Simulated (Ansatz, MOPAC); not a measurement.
Dimer: aminoborane (SMILES BN) (first 6 atoms) with HF (SMILES F); geometry from B3LYP-D3(BJ)/def2-TZVP, rigid monomers moved along the line of their centres of mass till N2···H8 is 1.74 Å.
(charge 0, multiplicity 1):
```xyz
8

B      0.906    -0.126     0.061
N     -0.143     0.579     0.665
H      0.663    -0.824    -0.871
H      1.999    -0.026     0.521
H      0.012     1.277     1.378
H     -1.065     0.633     0.257
F     -0.902    -1.257     2.448
H     -0.563    -0.679     1.790
```

Monomers are frozen at their geometry in the pair; levels with a basis set take the counterpoise correction.

Frozen-core correlation. The state reached by AM1 isn't checked.

The values were computed with Ansatz (a program for electronic structure); MOPAC for AM1 (differences of heats of formation). Values without a source in brackets are computed.

Problem. One of these levels gives -3.35 kcal/mol for the interaction energy. Which?
A) AM1
B) r2SCAN/def2-TZVPPD
C) CCSD/aug-cc-pVDZ
D) SCS-MP2/aug-cc-pVTZ

Solution. D, SCS-MP2/aug-cc-pVTZ. The others give 7.05 (AM1), -5.50 (r2SCAN/def2-TZVPPD), -2.77 (CCSD/aug-cc-pVDZ)
